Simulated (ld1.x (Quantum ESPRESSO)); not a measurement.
# Ca (Z = 20), TM semilocal: configuration errors across variants

ld1.x (Quantum ESPRESSO) 7.5 input, shortened:

```
&input
   title='Ca', zed=20., rel=1, dft='PBE', iswitch=3,
   config='[Ar] 3d0 4s2 4p0'
 /
 &inputp
   pseudotype=1, tm=.true., lloc=0,
   nlcc=.true., new_core_ps=.true., rcore=1.15
 /
3
3P  2  1   6.00   0.00  1.25  1.25  0.0
3D  3  2   0.00   0.00  2.20  2.20  0.0
4S  1  0   2.00   0.00  3.60  3.60  0.0
 &test
   configts(1)='3p6 3d0 4s2 4p0'
 /
```

All-electron excitation energies from the reference (eV): (1) 3p6 3d0 4s1 4p0 6.309; (2) 3p6 3d0 4s0 4p0 18.130; (3) 3p6 3d0 4s1.5 4p0 2.504; (4) 3p5 3d0 4s2 4p0 34.668; (5) 3p6 3d0 4s1 4p1 2.422; (6) 3p6 3d1 4s1 4p0 2.282; (7) 3p6 3d0 4s0 4p1 9.357.

A semilocal file is local in each channel, so a ghost entry of none says nothing of the separable form that plane-wave codes build from it.

Errors AE − PS in meV (a dash: test not solved or not reliable):

```csv
change,(1),(2),(3),(4),(5),(6),(7),bound ghosts
base,+3.3,-2.1,+0.8,-91,+2.3,-25,+1.6,none
core correction none,+6.1,+39,+1.1,-39,+4.3,-16,+15,none
core correction Bessel-smoothed model core inside 0.50 bohr,+3.3,-2.2,+0.8,-89,+2.3,-25,+1.6,none
core correction Bessel-smoothed model core inside 0.66 bohr,+3.3,-2.1,+0.8,-88,+2.3,-25,+1.6,none
core correction Bessel-smoothed model core inside 0.84 bohr,+3.3,-2.1,+0.8,-90,+2.3,-25,+1.6,none
core correction Bessel-smoothed model core inside 1.02 bohr,+3.3,-2.1,+0.8,-91,+2.3,-25,+1.6,none
core correction Bessel-smoothed model core inside 1.12 bohr,+3.3,-2.1,+0.8,-91,+2.3,-25,+1.6,none
core correction Bessel-smoothed model core inside 1.26 bohr,+3.3,-2.1,+0.8,-91,+2.3,-25,+1.6,none
core correction Bessel-smoothed model core inside 1.36 bohr,+3.3,-2.1,+0.8,-92,+2.3,-25,+1.6,none
core correction Bessel-smoothed model core inside 1.50 bohr,+3.3,-2.1,+0.8,-92,+2.3,-25,+1.6,none
```

(1) Give the same row for: core correction Bessel-smoothed model core inside 0.76 bohr.

Answers

(1) +3.3, -2.1, +0.8, -88, +2.3, -25, +1.6; bound ghosts: none.
